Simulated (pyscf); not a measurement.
H₂C=CH–CH₂⁺ → H₂C=C⁺–CH₃, a hydrogen shift (singlet surface; C–H broken, C–H formed). Single points on ωB97X-D3(BJ)/def2-SVP structures (PySCF, gas phase). Correlated levels are frozen-core, on RHF or UHF. ΔMP2 is the change of the MP2 total energy from the triple- to the quadruple-zeta basis. Energies in eV from the reactant's lowest minimum found.

Small-basis levels: PySCF, no dispersion term, spherical d functions. AM1 to PM7: differences of heats of formation from MOPAC. Cost: rough CPU time at the saddle relative to B3LYP/6-31G*, from one job on a shared machine.

```tsv
level	barrier	reaction energy	cost
HF/3-21G	1.80	+0.63	0.05
HF/6-31G*	1.69	+0.72	0.08
MP2/6-31G*	1.49	+0.59	0.08
PBE/6-31G*	1.17	+0.30	1
B3LYP/6-31G*	1.35	+0.46	1
M06-2X/6-31G*	1.30	+0.40	2
B3LYP/6-311+G**	1.25	+0.39	1
PBE/def2-SVP	1.04	+0.22	1
AM1	1.10	+0.40	under 0.02
PM3	1.04	+0.28	under 0.02
PM6	0.99	+0.10	under 0.02
PM7	1.05	+0.22	under 0.02
CCSD(T)/def2-TZVPP + ΔMP2(QZVPP)	1.27	+0.46	–
```

Against the last row the barrier runs from -0.28 (PM6) to +0.53 eV (HF/3-21G); B3LYP/6-311+G** happens to lie closest here (0.01 eV apart). CCSD(T)/def2-TZVPP + ΔMP2(QZVPP) has limits of its own. This is the saddle that the search found; another between the same sides may lie lower. The CCSD(T) − MP2 part came from Ansatz, without density fitting, on the same reference.
